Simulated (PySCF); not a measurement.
PBE on S⁻ (sulfur, charge -1), [Ne] 3s2 3p5, 2P determinant. Computed with PySCF 2.14 in aug-cc-pwCVDZ (6s5p3d, 36 functions), with the non-relativistic Hamiltonian (point nucleus).

```
cycle= 1 E= -398.015643249941  delta_E= -0.00853  |g|= 0.0102  |ddm|= 0.289
cycle= 2 E= -398.015673400351  delta_E= -3.02e-05  |g|= 0.00662  |ddm|= 0.0417
cycle= 3 E= -398.015686527133  delta_E= -1.31e-05  |g|= 0.00487  |ddm|= 0.0257
cycle= 4 E= -398.015702671252  delta_E= -1.61e-05  |g|= 0.000201  |ddm|= 0.0111
cycle= 5 E= -398.01570274565  delta_E= -7.44e-08  |g|= 3.8e-05  |ddm|= 0.00129
cycle= 6 E= -398.015702747013  delta_E= -1.36e-09  |g|= 8.22e-06  |ddm|= 0.000142
cycle= 7 E= -398.015702747077  delta_E= -6.39e-11  |g|= 1.47e-06  |ddm|= 2.75e-05
converged SCF energy = -398.015702747077  <S^2> = 0.75327949  2S+1 = 2.0032768
```

Highest occupied orbital energy: 1.168 eV; ⟨L²⟩ = 2.02; populations by l: s 6.00, p 11.00, d 0.00.

**Question.** Can this result be used?

**Answer.** With care. The run converged. At PBE the highest occupied level has a positive energy, so only the finite basis holds that electron; in a semilocal or global hybrid functional this comes from self-interaction and does not mean that the real anion is unbound.
